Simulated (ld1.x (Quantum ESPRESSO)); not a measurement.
# Before and after: PAW potential for F (Z = 9)

```
Element                 : fluorine (F)
Generator               : ld1.x (Quantum ESPRESSO) 7.5
Type                    : PAW
Functional              : PBE
Relativity              : scalar-relativistic
Frozen core             : [He]
Valence charge          : 7
Reference configuration : 2s2 2p3 (charge +2)
Partial waves           : 2s (bound): rcut 0.55, rcutus 0.75 bohr; 2s channel at -4.7 Ry: rcut 0.55, rcutus 0.75 bohr; 2p (bound): rcut 1.10, rcutus 1.20 bohr; 2p channel at -3.15 Ry: rcut 1.10, rcutus 1.20 bohr
Local potential         : all-electron potential smoothed inside 1.10 bohr (lloc = -2)
Core correction         : a·sin(br)/r model core, default radius (core density twice the valence density)
Augmentation charge     : PSQ, inside the norm-conserving radii
```

Change: local potential all-electron potential smoothed inside 0.74 bohr (lloc = -2).

Cutoffs: the cutoffs (Ry, on a coarse ladder) from which the occupation-weighted sum of valence levels, in a spherical-Bessel basis at the reference potential, stays within 10 and 1 mRy of its value at 400 Ry; they do not see the model core or the augmentation charge, which bear on the density cutoff. Errors are all-electron minus pseudo energies relative to the spin-unpolarised reference configuration.

Problem. Predict the effect on cutoff, ghosts and configuration errors.

Solution. The potential gets neither clearly harder nor softer (55 Ry and 110 Ry → 55 Ry and 110 Ry); of the 7 tests that both files solve, the error grows in 0 and shrinks in 7 by more than 15 % and 0.3 meV (median size 19.6 → 1.6 meV); neither file shows a bound ghost.

| quantity | base | changed |
| --- | --- | --- |
| cutoff, loose | 55 Ry | 55 Ry |
| cutoff, tight | 110 Ry | 110 Ry |
| bound ghosts | none | none |
| error for 2s2 2p5, meV [ΔE -57.78 eV] | -20 | -0.1 |
| error for 2s2 2p4, meV [ΔE -38.38 eV] | -8.7 | +0.3 |
| error for 2s2 2p2, meV [ΔE 60.64 eV] | -19 | -3.1 |
| error for 2s2 2p5.3, meV [ΔE -60.44 eV] | -21 | +0.1 |
| error for 2s2 2p1, meV [ΔE 146.44 eV] | -58 | +1.6 |
| error for 2s1 2p5, meV [ΔE -19.28 eV] | -15 | -5.3 |
| error for 2s1 2p6, meV [ΔE -38.96 eV] | -28 | -8.7 |
| s: phases at 1.30 bohr within 0.05 rad from the reference energy up to (Ry; the scan ends near 5) | to the end of the scan | to the end of the scan |
| p: phases at 1.30 bohr within 0.05 rad from the reference energy up to (Ry; the scan ends near 5) | 4.1 | to the end of the scan |
| lowest overlap eigenvalue by channel | s 0.57, p 0.86 | s 0.55, p 0.91 |
